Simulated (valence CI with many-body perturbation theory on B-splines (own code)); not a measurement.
## Ag40+: electric-dipole lines

Computed by valence CI with perturbative core correlation (CI+MBPT): five valence electrons over a frozen Dirac-Fock core [He], radial functions for each j: 9 s, 9 p, 8 d, 6 f, 3 g, 1 h, with the one-electron correlation potential Σ1, the two-electron term Σ2, the three-electron term Σ3, Breit, model QED; selected CI, second order for the rest (own B-spline code, finite nucleus).

No measured spectrum was set against this ion. As an estimate, large intervals hold to a few tenths of a per cent, small ones and those within an open d or f shell to about a per cent. Among the levels kept, up to 1700 cm⁻¹ of a level comes from second order outside the variational space, and about a tenth of that is noise between levels of different J, which matters for small intervals.

Lines 1 to 50 of 237 in falling wavelength, among levels below 31579 × 10³ cm⁻¹, chosen from the strongest by gf and those to the six lowest levels. Wavelengths and rates use the calculated energies. Electric multipoles are in the length gauge, E1 and E2 with the static RPA response of the core. Weak lines are less certain than strong ones. Lines between different terms over intervals too small for the method are left out, as are lines whose strength nearly cancels. The highest levels of a list are the least certain.

Levels are named by their leading jj configuration (3d3/2^4 stands for four electrons in 3d with j = 3/2), which in mixed levels can hold well under half, so a name can repeat and another be missing. Letters in brackets count levels of one name in rising energy.

| λ vac (nm) | Upper | Lower | A (s⁻¹) | S (a.u.) |
| --- | --- | --- | --- | --- |
| 24.30 | (2s^2 2p1/2 2p3/2 3p1/2) J=5/2 | (2s^2 2p1/2 2p3/2 3s) J=3/2 [b] | 1.63e+09 | 6.91e-02 |
| 24.07 | (2s 2p1/2^2 2p3/2 3p1/2) J=3/2 [b] | (2s 2p1/2^2 2p3/2 3s) J=3/2 [b] | 2.06e+09 | 5.68e-02 |
| 22.72 | (2s^2 2p1/2^2 3p1/2) J=1/2 | (2s^2 2p1/2^2 3s) J=1/2 | 4.41e+09 | 5.11e-02 |
| 21.77 | (2s^2 2p1/2 2p3/2 3p1/2) J=5/2 | (2s^2 2p1/2 2p3/2 3s) J=5/2 | 2.11e+09 | 6.43e-02 |
| 21.75 | (2s 2p1/2^2 2p3/2 3p1/2) J=3/2 [a] | (2s 2p1/2^2 2p3/2 3s) J=5/2 | 3.94e+09 | 8.00e-02 |
| 20.63 | (2s 2p1/2^2 2p3/2 3p1/2) J=5/2 | (2s 2p1/2^2 2p3/2 3s) J=5/2 | 2.86e+09 | 7.43e-02 |
| 20.12 | (2s 2p1/2^2 2p3/2 3d3/2) J=7/2 | (2s 2p1/2^2 2p3/2 3p3/2) J=7/2 | 1.63e+09 | 5.23e-02 |
| 20.00 | (2s^2 2p3/2^2 3p1/2) J=5/2 | (2s^2 2p3/2^2 3s) J=3/2 | 2.77e+09 | 6.57e-02 |
| 18.70 | (2s^2 2p3/2^2 3p1/2) J=3/2 | (2s^2 2p3/2^2 3s) J=5/2 | 5.29e+09 | 6.83e-02 |
| 17.75 | (2s^2 2p3/2^2 3p1/2) J=5/2 | (2s^2 2p3/2^2 3s) J=5/2 | 3.89e+09 | 6.44e-02 |
| 17.44 | (2s 2p1/2^2 2p3/2 3d5/2) J=9/2 | (2s 2p1/2^2 2p3/2 3p3/2) J=7/2 | 9.08e+09 | 2.38e-01 |
| 16.49 | (2s^2 2p1/2 2p3/2 3d5/2) J=7/2 [a] | (2s^2 2p1/2 2p3/2 3p3/2) J=5/2 [a] | 5.43e+09 | 9.60e-02 |
| 16.46 | (2s^2 2p1/2 2p3/2 3d5/2) J=9/2 | (2s^2 2p1/2 2p3/2 3p3/2) J=7/2 | 9.92e+09 | 2.18e-01 |
| 16.17 | (2s^2 2p1/2 2p3/2 3p1/2) J=3/2 [b] | (2s^2 2p1/2 2p3/2 3s) J=5/2 | 6.81e+09 | 5.68e-02 |
| 15.91 | (2s^2 2p1/2 2p3/2 3d5/2) J=7/2 [c] | (2s^2 2p1/2 2p3/2 3p3/2) J=5/2 [b] | 8.91e+09 | 1.42e-01 |
| 15.91 | (2s^2 2p1/2 2p3/2 3d5/2) J=7/2 [b] | (2s^2 2p1/2 2p3/2 3p3/2) J=5/2 [a] | 4.32e+09 | 6.86e-02 |
| 15.70 | (2s^2 2p1/2^2 3d5/2) J=5/2 | (2s^2 2p1/2^2 3p3/2) J=3/2 | 9.65e+09 | 1.10e-01 |
| 15.47 | (2s^2 2p1/2 2p3/2 3d5/2) J=3/2 [a] | (2s^2 2p1/2 2p3/2 3p3/2) J=1/2 [a] | 6.00e+09 | 4.38e-02 |
| 15.05 | (2s^2 2p1/2 2p3/2 3d5/2) J=5/2 [a] | (2s^2 2p1/2 2p3/2 3p3/2) J=3/2 [a] | 6.35e+09 | 6.41e-02 |
| 14.73 | (2s^2 2p1/2 2p3/2 3d5/2) J=5/2 [b] | (2s^2 2p1/2 2p3/2 3p3/2) J=3/2 [b] | 7.53e+09 | 7.13e-02 |
| 12.75 | (2s 2p1/2^2 2p3/2 3p3/2) J=3/2 [a] | (2s 2p1/2^2 2p3/2 3s) J=3/2 [a] | 1.92e+10 | 7.86e-02 |
| 12.45 | (2s^2 2p1/2 2p3/2 3d3/2) J=5/2 [b] | (2s^2 2p1/2 2p3/2 3p1/2) J=3/2 [b] | 5.61e+09 | 3.21e-02 |
| 12.32 | (2s^2 2p3/2^2 3p3/2) J=5/2 | (2s^2 2p3/2^2 3s) J=3/2 | 1.16e+10 | 6.44e-02 |
| 12.20 | (2s^2 2p1/2 2p3/2 3p3/2) J=7/2 | (2s^2 2p1/2^2 3d5/2) J=5/2 | 6.13e+09 | 4.40e-02 |
| 11.76 | (2s^2 2p3/2^2 3p3/2) J=1/2 | (2s^2 2p3/2^2 3s) J=3/2 | 2.06e+10 | 3.31e-02 |
| 11.67 | (2s 2p1/2^2 2p3/2 3p3/2) J=5/2 [b] | (2s 2p1/2^2 2p3/2 3s) J=3/2 [b] | 3.42e+10 | 1.61e-01 |
| 11.67 | (2s^2 2p1/2 2p3/2 3p3/2) J=1/2 [a] | (2s^2 2p1/2 2p3/2 3s) J=1/2 | 2.05e+10 | 3.21e-02 |
| 11.61 | (2s 2p1/2^2 2p3/2 3p3/2) J=5/2 [a] | (2s 2p1/2^2 2p3/2 3s) J=3/2 [a] | 2.16e+10 | 1.00e-01 |
| 11.54 | (2s^2 2p1/2 2p3/2 3p3/2) J=5/2 [a] | (2s^2 2p1/2 2p3/2 3s) J=3/2 [a] | 2.48e+10 | 1.13e-01 |
| 11.52 | (2s 2p1/2^2 2p3/2 3d3/2) J=5/2 | (2s 2p1/2^2 2p3/2 3p1/2) J=5/2 | 1.03e+10 | 4.66e-02 |
| 11.49 | (2s 2p1/2^2 2p3/2 3p3/2) J=7/2 | (2s 2p1/2^2 2p3/2 3s) J=5/2 | 3.85e+10 | 2.31e-01 |
| 11.43 | (2s^2 2p3/2^2 3p3/2) J=5/2 | (2s^2 2p3/2^2 3s) J=5/2 | 1.16e+10 | 5.14e-02 |
| 11.39 | (2s^2 2p3/2^2 3p3/2) J=7/2 | (2s^2 2p3/2^2 3s) J=5/2 | 2.54e+10 | 1.48e-01 |
| 11.33 | (2s 2p1/2^2 2p3/2 3d3/2) J=7/2 | (2s 2p1/2^2 2p3/2 3p1/2) J=5/2 | 2.01e+10 | 1.16e-01 |
| 11.29 | (2s^2 2p1/2 2p3/2 3d3/2) J=3/2 [b] | (2s^2 2p1/2 2p3/2 3p1/2) J=3/2 [b] | 8.66e+09 | 2.46e-02 |
| 11.27 | (2s^2 2p1/2 2p3/2 3p3/2) J=3/2 [b] | (2s^2 2p1/2 2p3/2 3s) J=3/2 [b] | 1.59e+10 | 4.49e-02 |
| 11.20 | (2s 2p1/2^2 2p3/2 3d3/2) J=5/2 | (2s 2p1/2^2 2p3/2 3p1/2) J=3/2 [a] | 1.17e+10 | 4.88e-02 |
| 11.19 | (2s^2 2p1/2 2p3/2 3p3/2) J=7/2 | (2s^2 2p1/2 2p3/2 3s) J=5/2 | 3.04e+10 | 1.68e-01 |
| 11.16 | (2s 2p1/2^2 2p3/2 3p3/2) J=1/2 [a] | (2s 2p1/2^2 2p3/2 3s) J=3/2 [a] | 2.87e+10 | 3.94e-02 |
| 11.13 | (2s^2 2p1/2 2p3/2 3p3/2) J=3/2 [a] | (2s^2 2p1/2 2p3/2 3s) J=1/2 | 1.60e+10 | 4.35e-02 |
| 11.07 | (2s^2 2p1/2 2p3/2 3d3/2) J=3/2 [a] | (2s^2 2p1/2 2p3/2 3p1/2) J=3/2 [a] | 1.05e+10 | 2.80e-02 |
| 11.05 | (2s 2p1/2^2 2p3/2 3d3/2) J=3/2 | (2s 2p1/2^2 2p3/2 3p1/2) J=3/2 [a] | 2.09e+10 | 5.58e-02 |
| 11.05 | (2s^2 2p3/2^2 3p3/2) J=3/2 [b] | (2s^2 2p3/2^2 3s) J=1/2 | 2.72e+10 | 7.23e-02 |
| 11.01 | (2s^2 2p1/2 2p3/2 3d3/2) J=1/2 [b] | (2s^2 2p1/2 2p3/2 3p1/2) J=3/2 [b] | 1.99e+10 | 2.62e-02 |
| 10.97 | (2s 2p1/2^2 2p3/2 3d3/2) J=1/2 | (2s 2p1/2^2 2p3/2 3p1/2) J=3/2 [a] | 2.62e+10 | 3.41e-02 |
| 10.95 | (2s^2 2p1/2 2p3/2 3d5/2) J=7/2 [a] | (2s^2 2p1/2 2p3/2 3p1/2) J=5/2 | 1.23e+10 | 6.37e-02 |
| 10.89 | (2s^2 2p1/2 2p3/2 3d3/2) J=5/2 [a] | (2s^2 2p1/2 2p3/2 3p1/2) J=3/2 [a] | 2.28e+10 | 8.70e-02 |
| 10.87 | (2s 2p1/2^2 2p3/2 3p3/2) J=3/2 [b] | (2s 2p1/2^2 2p3/2 3s) J=3/2 [b] | 1.97e+10 | 4.98e-02 |
| 10.75 | (2s^2 2p1/2^2 3p3/2) J=3/2 | (2s^2 2p1/2^2 3s) J=1/2 | 4.35e+10 | 1.07e-01 |
| 10.74 | (2s^2 2p1/2^2 3d3/2) J=3/2 | (2s^2 2p1/2^2 3p1/2) J=1/2 | 2.46e+10 | 6.02e-02 |
